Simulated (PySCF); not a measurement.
Vibration and rotation of SnN

ROHF-CCSD(T) constants of SnN, ²Π (doublet), unpaired electrons π ↑ (basis Sn def2-SVPD with ECP28, N def2-SVPD; scalar-relativistic core potentials; PySCF 2.14; masses 119.9022 and 14.0031 u):

| Item | Value |
| --- | --- |
| ωe | 632.2 cm⁻¹ |
| ωexe | 4.46 cm⁻¹ |
| Be | 0.33225 cm⁻¹ |
| αe | 0.00267 cm⁻¹ |
| De to Sn + N | 2.17 eV |

Q: What force constant and bond length do these constants imply?

A: Reduced mass μred = 12.539 u; k = 5.8918×10⁻⁷·μred·ωe² (u, cm⁻¹, mdyn/Å) = 2.95 mdyn/Å; Re = √(16.8576/(μred·Be)) (u, cm⁻¹, Å) = 2.012 Å.

Q: Estimate the centrifugal constant D from the Kratzer relation and find the Dunham coefficient a1.

A: D = 4Be³/ωe² = 3.67e-07 cm⁻¹; a1 = −1 − αeωe/(6Be²) = -3.55.

Correlated steps freeze 5 core orbitals. Correlated levels converge slowly with the basis: in double zeta they bind strong bonds too weakly, by up to about 1 eV, and carry superposition errors of some tenths. These are scalar-relativistic numbers at best; spin–orbit coupling would shift them, the dissociation energy most. The state was picked by a PBE0 search and need not be the measured ground state.
